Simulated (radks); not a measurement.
Q: Zn V, configuration [Ne] 3s1.75 3p6 3d8 4d0.25 (fractional occupations, a model configuration). All-electron calculation, non-relativistic Kohn-Sham, RPBE, spin-polarised, spherical densities, point nucleus; open shells are filled with parallel spins first. Program: a radial shooting solver on a logarithmic mesh with Libxc functionals. Some entries of the table are withheld. Estimate them.

orbital,occ.,eigenvalue (hartree),<r> (bohr),<r^2> (bohr^2)
1s up,1,-348.3394,0.05110,0.003499
1s down,1,-348.3334,0.05110,0.003499
2s up,1,-44.31025,0.2298,0.06222
2s down,1,-44.24794,0.2296,0.06211
2p up,3,-39.35556,(1),(2)
2p down,3,-39.30863,(3),(4)
3s up,1,-7.19146,0.6791,0.5307
3s down,0.75,-7.07567,0.6810,0.5337
3p up,3,-5.60409,(5),0.5693
3p down,3,-5.48963,(6),0.5742
3d up,5,-2.88863,0.7563,0.7116
3d down,3,-2.77687,0.7663,0.7333
4d up,0.25,-0.97268,2.726,8.472

A: 
(1) 2p up <r> (bohr): 0.1998
(2) 2p up <r^2> (bohr^2): 0.04887
(3) 2p down <r> (bohr): 0.1996
(4) 2p down <r^2> (bohr^2): 0.04876
(5) 3p up <r> (bohr): 0.6970
(6) 3p down <r> (bohr): 0.6998
